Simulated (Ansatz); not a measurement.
A single point on ClFGaO, SMILES `[O][Ga]([F])[Cl]` radical.

```yaml
crystal:
  periodic: [false, false, false]
  atoms:
    - {symbol: O, position_ang: [1.055109, 0.744217, 1.281584]}
    - {symbol: Ga, position_ang: [0.060123, -0.057534, 0.024486]}
    - {symbol: F, position_ang: [0.362160, -1.735334, -0.287452]}
    - {symbol: Cl, position_ang: [-1.421791, 0.988451, -1.038918]}
basis:
  gaussian: {orbitals: def2-TZVPP}
magnetization: {spin_polarized: true, initial_magnetization: 1}
hamiltonian: {xc: pbe}
correlation: {method: rpa}
```

```sh
$ ansatz run in.yaml --threads 2 --pin off --events-out ev --progress --plain --max-ram 32768MiB --backend cpu
```

Shortened log:

```
Functional definition: PBE
982 factors; integrals over basis functions are off by at most 1.1e-3 eV
mean field evaluation 1: about -69627.9864 eV, gradient 7.0e1 eV
mean field evaluation 2: about -69627.9872 eV, gradient 7.0e1 eV
mean field evaluation 4: about -69631.0988 eV, gradient 6.1e1 eV
mean field evaluation 8: about -69649.9828 eV, gradient 7.6e0 eV
mean field evaluation 16: about -69650.2647 eV, gradient 2.0e-3 eV
mean field -69650.26473345 eV, -2559.6000183094 hartree, gradient 7.9e-6 eV, S^2 0.753580; 5 other end points of the search recorded, 0 dependent functions left out
16 core orbitals not correlated: weight in the atoms' cores, before any rotation towards them, 1.000 or more for the frozen orbitals, at most 0.000 for the correlated occupied ones
reference -69583.39343783 eV, -2557.1425435222 hartree; 17, 16 occupied and 119, 120 virtual orbitals, 982 factors
Total energy: -69618.83192558 eV, -2558.4448839258 hartree
```

It took 12 s on 2 threads of an AMD EPYC 7R13 on a shared host, with 0.43 GiB of host memory at the peak.
